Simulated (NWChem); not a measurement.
The numbers come from NWChem runs, not from measurements. System: germanium monoxide (GeO), charge 0, spin multiplicity 1, at a geometry optimised with PBE/def2-SVP. Level: G0W0@PBE/def2-TZVP, RI basis def2-tzvp-rifit.

Part of the output:

```
             Northwest Computational Chemistry Package (NWChem) 7.3.0
             --------------------------------------------------------

                                NWChem Input Module
                                -------------------

 Scaling coordinates for geometry "geometry" by  1.889725989
 (inverse scale =  0.529177249)

 Turning off AUTOSYM since
 SYMMETRY directive was detected!

                             Geometry "geometry" -> ""
                             -------------------------

 Output coordinates in angstroms (scale by  1.889725989 to convert to a.u.)

  No.       Tag          Charge          X              Y              Z
 ---- ---------------- ---------- -------------- -------------- --------------
    1 Ge                  32.0000     0.00000000     0.00000000     0.32972200
    2 O                    8.0000     0.00000000     0.00000000    -1.31888800

 Effective nuclear repulsion energy (a.u.)      82.1718755460

            Nuclear Dipole moment (a.u.)
            ----------------------------
        X                 Y               Z
 ---------------- ---------------- ----------------
     0.0000000000     0.0000000000     0.0000000000

      Symmetry information
      --------------------

 Group name             C2v
 Group number             16
 Group order               4
 No. of unique centers     2

      Symmetry unique atoms

     1    2


 Summary of "ao basis" -> "" (spherical)
 ------------------------------------------------------------------------------
       Tag                 Description            Shells   Functions and Types
 ---------------- ------------------------------  ------  ---------------------
 *                         def2-tzvp                  on all atoms

 new library libraries.bse/

 Summary of "ri basis" -> "" (spherical)
 ------------------------------------------------------------------------------
       Tag                 Description            Shells   Functions and Types
 ---------------- ------------------------------  ------  ---------------------
 *                      def2-tzvp-rifit               on all atoms

  pbe96 is a nonlocal functional; adding pw91lda local functional.

                                 NWChem DFT Module
                                 -----------------

 Summary of "ao basis" -> "ao basis" (spherical)
 ------------------------------------------------------------------------------
       Tag                 Description            Shells   Functions and Types
 ---------------- ------------------------------  ------  ---------------------
 Ge                        def2-tzvp                16       48   6s5p4d1f
 O                         def2-tzvp                11       31   5s3p2d1f

 Summary of "ao basis" -> "ao basis" (spherical)
 ------------------------------------------------------------------------------
       Tag                 Description            Shells   Functions and Types
 ---------------- ------------------------------  ------  ---------------------
 Ge                        def2-tzvp                16       48   6s5p4d1f
 O                         def2-tzvp                11       31   5s3p2d1f

      Symmetry analysis of basis
      --------------------------

        a1         35
        a2          8
        b1         18
        b2         18

            General Information
            -------------------
          SCF calculation type: DFT
          Wavefunction type:  closed shell.
          No. of atoms     :     2
          No. of electrons :    40
           Alpha electrons :    20
            Beta electrons :    20
          Charge           :     0
          Spin multiplicity:     1
          Use of symmetry is: on ; symmetry adaption is: on
          Maximum number of iterations: 100
          This is a Direct SCF calculation.
          AO basis - number of functions:    79
                     number of shells:    27
          Convergence on energy requested:  1.00D-06
          Convergence on density requested:  1.00D-05
          Convergence on gradient requested:  5.00D-04

              XC Information
              --------------
          PerdewBurkeErnzerhof Exchange Functional  1.000
[...]
  ----- ------------  ---------------      ----- ------------  ---------------
    55      0.416091  2 O  py                58      0.343151  2 O  py
    17      0.239502  1 Ge py                61      0.229714  2 O  py
    20      0.181356  1 Ge py                11     -0.110527  1 Ge py
    23      0.066396  1 Ge d -1               8      0.042631  1 Ge py
    38     -0.033522  1 Ge d -1              33     -0.027618  1 Ge d -1

 Vector   19  Occ=2.000000D+00  E=-2.737192D-01  Symmetry=b1
              MO Center=  3.5D-15,  7.9D-17, -1.0D+00, r^2= 1.2D+00
   Bfn.  Coefficient  Atom+Function         Bfn.  Coefficient  Atom+Function
  ----- ------------  ---------------      ----- ------------  ---------------
    54      0.416091  2 O  px                57      0.343151  2 O  px
    16      0.239502  1 Ge px                60      0.229714  2 O  px
    19      0.181356  1 Ge px                10     -0.110527  1 Ge px
    25     -0.066396  1 Ge d  1               7      0.042631  1 Ge px
    40      0.033522  1 Ge d  1              35      0.027618  1 Ge d  1

 Vector   20  Occ=2.000000D+00  E=-2.622365D-01  Symmetry=a1
              MO Center=  5.3D-16,  1.6D-15, -3.8D-01, r^2= 2.4D+00
   Bfn.  Coefficient  Atom+Function         Bfn.  Coefficient  Atom+Function
  ----- ------------  ---------------      ----- ------------  ---------------
     6      0.431475  1 Ge s                 56     -0.374655  2 O  pz
    18      0.334647  1 Ge pz                59     -0.289166  2 O  pz
    62     -0.234231  2 O  pz                 5      0.168579  1 Ge s
    12     -0.167866  1 Ge pz                21      0.133399  1 Ge pz
     4     -0.095830  1 Ge s                 24      0.079948  1 Ge d  0

 Vector   21  Occ=0.000000D+00  E=-1.055718D-01  Symmetry=b2
              MO Center= -2.5D-17, -1.9D-15,  2.4D-01, r^2= 2.8D+00
   Bfn.  Coefficient  Atom+Function         Bfn.  Coefficient  Atom+Function
  ----- ------------  ---------------      ----- ------------  ---------------
    20      0.624869  1 Ge py                17      0.457277  1 Ge py
    55     -0.245533  2 O  py                61     -0.215191  2 O  py
    11     -0.197653  1 Ge py                58     -0.194085  2 O  py
    38      0.091704  1 Ge d -1               8      0.075475  1 Ge py
    23     -0.054151  1 Ge d -1              14     -0.041903  1 Ge py

 Vector   22  Occ=0.000000D+00  E=-1.055718D-01  Symmetry=b1
              MO Center= -7.3D-16,  3.1D-17,  2.4D-01, r^2= 2.8D+00
   Bfn.  Coefficient  Atom+Function         Bfn.  Coefficient  Atom+Function
  ----- ------------  ---------------      ----- ------------  ---------------
    19      0.624869  1 Ge px                16      0.457277  1 Ge px
    54     -0.245533  2 O  px                60     -0.215191  2 O  px
    10     -0.197653  1 Ge px                57     -0.194085  2 O  px
    40     -0.091704  1 Ge d  1               7      0.075475  1 Ge px
    25      0.054151  1 Ge d  1              13     -0.041903  1 Ge px

 Vector   23  Occ=0.000000D+00  E= 1.620339D-02  Symmetry=a1
              MO Center= -3.8D-16, -5.4D-16,  3.3D-01, r^2= 4.1D+00
   Bfn.  Coefficient  Atom+Function         Bfn.  Coefficient  Atom+Function
  ----- ------------  ---------------      ----- ------------  ---------------
    21      1.183982  1 Ge pz                53      0.878603  2 O  s
     6     -0.796952  1 Ge s                 62      0.366501  2 O  pz
    18      0.274176  1 Ge pz                56      0.171743  2 O  pz
    59      0.168820  2 O  pz                51      0.138516  2 O  s
    24     -0.136234  1 Ge d  0              39      0.117698  1 Ge d  0

 center of mass
 --------------
 x =   0.00000000 y =   0.00000000 z =   0.06889552

 moments of inertia (a.u.)
 ------------------
         127.628469696329           0.000000000000           0.000000000000
           0.000000000000         127.628469696329           0.000000000000
           0.000000000000           0.000000000000           0.000000000000

     Multipole analysis of the density
     ---------------------------------

     L   x y z        total         alpha         beta         nuclear
     -   - - -        -----         -----         ----         -------
     0   0 0 0     -0.000000    -20.000000    -20.000000     40.000000

     1   1 0 0     -0.000000     -0.000000     -0.000000      0.000000
     1   0 1 0     -0.000000     -0.000000     -0.000000      0.000000
     1   0 0 1      1.230561      0.615281      0.615281      0.000000

     2   2 0 0    -15.198470     -7.599235     -7.599235      0.000000
     2   1 1 0     -0.000000     -0.000000     -0.000000      0.000000
     2   1 0 1      0.000000      0.000000      0.000000      0.000000
     2   0 2 0    -15.198470     -7.599235     -7.599235      0.000000
     2   0 1 1      0.000000      0.000000      0.000000      0.000000
     2   0 0 2    -19.556567    -40.837000    -40.837000     62.117434

 Task  times  cpu:       13.5s     wall:       13.5s

                                NWChem Input Module
                                -------------------

                                 NWChem GW Module
                                 ----------------

                             ***********************
                             ***        GW       ***
                             ***********************

 Summary of "ri basis" -> "ri basis" (spherical)
 ------------------------------------------------------------------------------
       Tag                 Description            Shells   Functions and Types
 ---------------- ------------------------------  ------  ---------------------
 Ge                     def2-tzvp-rifit             37      159   10s9p8d5f4g1h
 O                      def2-tzvp-rifit             22       76   8s6p4d3f1g

                 Memory Information
                 ------------------
          Available GA per process is          1700.0 MBs
          Available stack per process is        700.0 MBs
          Available heap per process is           0.0 MBs

          Peak memory in Initialization
              Peak GA per process is                  3.5 MBs
              Peak stack per process is               0.1 MBs
              Peak heap per process is                3.9 MBs
              Memory not in MA per process            0.0 MBs

          Peak memory in AFF Calculation
              Peak GA per process is                 15.8 MBs
              Peak stack per process is              10.6 MBs
              Peak heap per process is                0.0 MBs
              Memory not in MA per process           10.6 MBs

          Computing 2-center integrals
          Computing Inverse Cholesky factor
          Computing 3-center integrals
          Computing V_xc ...

          Computing Sigma_x
          Computing RPA polarizability
          Solving quasiparticle equations

                  Alpha Orbitals
          State     Energy (eV)     Error (eV)
          -----------------------------------
@GW        17        -13.568           0.000
@GW        18        -10.251           0.002
@GW        19        -10.251           0.002
@GW        20        -10.338           0.002
@GW        21          0.328           0.002
@GW        22          0.328           0.002

   Applying  -3.2021 eV scissor-shift to rest of particle states

   Applying   3.2006 eV scissor-shift to rest of hole states

     GW Timing Statistics
   ------------------------
   Init.   :          0.2s
     ERIs  :          0.6s
     Distr.:          0.0s
     Vxc   :          0.1s
   Sigma_x :          0.0s
   RPA     :          0.5s
   Wmn     :          0.0s
   Sigma_c :          0.0s
   GW total:          1.4s

 Task  times  cpu:        1.4s     wall:        1.4s

 Total times  cpu:       15.0s     wall:       15.0s
```

### Question
Write an NWChem input that would produce this output.

### Answer
This is not unique; one that fits is 
```
start mol
memory heap 200 mb stack 700 mb global 1700 mb
geometry units angstroms nocenter noautoz
  Ge     0.000000     0.000000     0.329722
  O      0.000000     0.000000    -1.318888
  symmetry group C2v
end
basis spherical
  * library def2-tzvp
end
basis "ri basis" bse spherical
  * library def2-tzvp-rifit
end
dft
  xc xpbe96 cpbe96
  iterations 100
  direct
  tolerances tight
end
task dft energy
gw
  states alpha occ 4 vir 2
end
task dft gw
```
